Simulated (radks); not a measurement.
Pd, configuration [Kr] 4d9 5s1 (not the ground configuration).

Calculated with a radial shooting solver on a logarithmic mesh with Libxc functionals: scalar-relativistic Kohn-Sham, BLYP, spin-unpolarised, spherical densities, point nucleus.

Energy parts (eV):
| part | energy |
|---|---|
| total | -137319.808 |
| kinetic | 142443.552 |
| electron-nucleus | -331664.464 |
| Hartree | 55827.603 |
| exchange-correlation | -3926.499 |

Orbitals (lengths in bohr, moments of r in powers of bohr):
| orbital | occ. | eigenvalue (eV) | <1/r> |
|---|---|---|---|
| 1s | 2 | -24173.94 | 48.24 |
| 2s | 2 | -3532.434 | 10.94 |
| 2p | 6 | -3167.669 | 10.58 |
| 3s | 2 | -639.3889 | 3.826 |
| 3p | 6 | -519.5281 | 3.645 |
| 3d | 10 | -329.0645 | 3.419 |
| 4s | 2 | -88.6244 | 1.459 |
| 4p | 6 | -54.3503 | 1.306 |
| 4d | 9 | -6.5775 | 0.9161 |
| 5s | 1 | -4.3889 | 0.3972 |

The highest occupied level is 5s at -4.389 eV. Summed over all electrons, <r^2> = 50.12 bohr^2, which gives a Langevin (diamagnetic) susceptibility term of -39.7 x 10^-6 cm^3/mol.
